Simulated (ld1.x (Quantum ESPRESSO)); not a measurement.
# germanium, ultrasoft: configuration errors across variants

ld1.x (Quantum ESPRESSO) 7.5 input, shortened:

```
&input
   title='Ge', zed=32., rel=1, dft='PBE', iswitch=3,
   config='[Ar] 3d10 4s2 4p1'
 /
 &inputp
   pseudotype=3, tm=.true., lloc=-1, rcloc=0.90,
   nlcc=.false.
 /
6
4S  1  0   2.00   0.00  1.25  1.70  0.0
4S  1  0   0.00   3.35  1.25  1.70  0.0
4P  2  1   1.00   0.00  1.75  2.05  0.0
4P  2  1   0.00   1.50  1.75  2.05  0.0
3D  3  2  10.00   0.00  0.90  1.15  0.0
3D  3  2   0.00   1.85  0.90  1.15  0.0
 &test
   configts(1)='3d10 4s2 4p1'
 /
```

All-electron excitation energies from the reference (eV): (1) 3d10 4s2 4p2 -7.444; (2) 3d10 4s2 4p0 15.439; (3) 3d10 4s1 4p0 50.230; (4) 3d10 4s1 4p3 0.528; (5) 3d9 4s2 4p3 22.183; (6) 3d10 4s2 4p1.5 -4.642.

The overlap operator is not positive definite (basis up to 400 Ry) in “waves 4p (bound): rcut 1.75, rcutus 2.72 bohr; 4p channel at 1.5 Ry: rcut 1.75, rcutus 2.72 bohr”, “waves 4s (bound): rcut 1.25, rcutus 2.54 bohr; 4s channel at 3.35 Ry: rcut 1.25, rcutus 2.54 bohr”. Such files are unfit for use, however small their errors in these radial tests.

Tests that are not counted but printed errors over 1 eV. “waves 4p (bound): rcut 1.75, rcutus 2.72 bohr; 4p channel at 1.5 Ry: rcut 1.75, rcutus 2.72 bohr”: 3d10 4s2 4p2 (solver errors, printed error -13.8 eV).

1 further variants failed, have other tests or too few solved ones, and are left out.

A true bound ghost makes a file unfit for plane-wave use even where its test errors are small: the radial tests pick states by their node count and pass the ghost by. Where a test does run into it, the solver fails or the error is huge.

Errors AE − PS in meV (a dash: test not solved or not reliable):

| change | (1) | (2) | (3) | (4) | (5) | (6) | bound ghosts |
| --- | --- | --- | --- | --- | --- | --- | --- |
| base | +1.0 | -0.4 | +37 | -0.7 | -1281 | +0.6 | s |
| augmentation PSQ, inside the norm-conserving radii | +1.4 | +0.4 | +43 | +5.3 | -138 | +0.8 | s |
| all radii scaled by about 0.94 (s 1.60, p 1.94, d 1.08 bohr, rcut 1.18/1.66/0.86); local potential all-electron potential smoothed inside 0.86 bohr (lloc = -1) | +0.8 | -1.1 | +40 | -4.1 | -1118 | +0.5 | s |
| local potential all-electron potential smoothed inside 1.02 bohr (lloc = -1) | +1.0 | -0.5 | +37 | -0.7 | -1321 | +0.6 | s |
| waves 4p (bound): rcut 1.75, rcutus 2.72 bohr; 4p channel at 1.5 Ry: rcut 1.75, rcutus 2.72 bohr | – | -0.4 | +37 | -1.6 | – | – | s (p not tested, overlap not positive) |
| waves 4s (bound): rcut 1.25, rcutus 2.54 bohr; 4s channel at 3.35 Ry: rcut 1.25, rcutus 2.54 bohr | +2.0 | +1.4 | +39 | -0.1 | -1271 | +0.9 | not determined (overlap not positive) |
| local potential all-electron potential smoothed inside 1.00 bohr (lloc = -2) | +1.1 | -0.2 | +37 | -0.7 | -1285 | +0.6 | not determined |

Problem. Give the same row for: core correction a·sin(br)/r model core inside 1.30 bohr.

Solution. +0.5, -4.3, -11, -3.0, -1300, +0.4; bound ghosts: s.
